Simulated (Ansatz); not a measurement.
Energy profile

The step: SnCl₄ ([Cl][Sn]([Cl])([Cl])[Cl]) + HF → SnCl₃F ([F][Sn]([Cl])([Cl])[Cl]) + HCl; bonds formed: Sn1–F7, Cl2–H6; bonds broken: Sn1–Cl2, H6–F7 (atoms numbered as in the saddle structure below).

```xyz
7
angstrom
Sn -0.5389 -0.0380 -0.1642
Cl 1.6405 -1.0814 0.9446
Cl -0.4927 -1.6789 -1.7552
Cl -1.6742 -0.3965 1.7878
Cl -1.7412 1.6441 -1.1697
H 1.7061 0.3290 0.4431
F 1.1003 1.2215 -0.0864
```

Electronic energies by CCSD(T) at an estimated basis limit (MP2 extrapolated from triple and quadruple zeta, plus CCSD(T) − MP2 in triple zeta), on PBE0-D4/def2-TZVP structures; SnHCl$_{4}$F, singlet; no counterpoise correction. Computed with Ansatz 0.2.0 (basis: def2-TZVPP and def2-QZVPP); correlated methods freeze the cores. Filled d shells of the heavier atoms are correlated. Core potentials replace the inner electrons of the atoms past krypton. The def2 sets are not built for correlating such inner shells, so the correlated values are less sure here. Extrapolation: Hartree–Fock as exp(−7.88 √X), correlation as X^−2.97.

Task: Give the profile in eV, counted from the separated reactants. (To be estimated.)

Result: By the calculation:
| point | eV |
| --- | --- |
| separated: SnCl$_{4}$ (linked as [Cl][Sn]([Cl])([Cl])[Cl]; Sn1, Cl2, Cl3, Cl4, Cl5; singlet) + HF (H6, F7; singlet) | 0.000 |
| start structure | -0.118 |
| saddle | 0.794 |
| end structure | 0.237 |
| separated: SnCl$_{3}$F (linked as [F][Sn]([Cl])([Cl])[Cl]; Sn1, Cl3, Cl4, Cl5, F7; singlet) + HCl (Cl2, H6; singlet) | 0.404 |

No T1 diagnostic of these runs exceeds 0.013.

For scale, one of the runs: CCSD(T)/def2-TZVPP, 263 basis functions, launched by `ansatz run in.yaml --threads 8 --pin off --events-out ev --progress --plain --max-ram 19148MiB`. The run took 4.5 min on 8 CPU threads of an Intel Xeon (shared host), with 6.6 GiB of host memory at its peak.
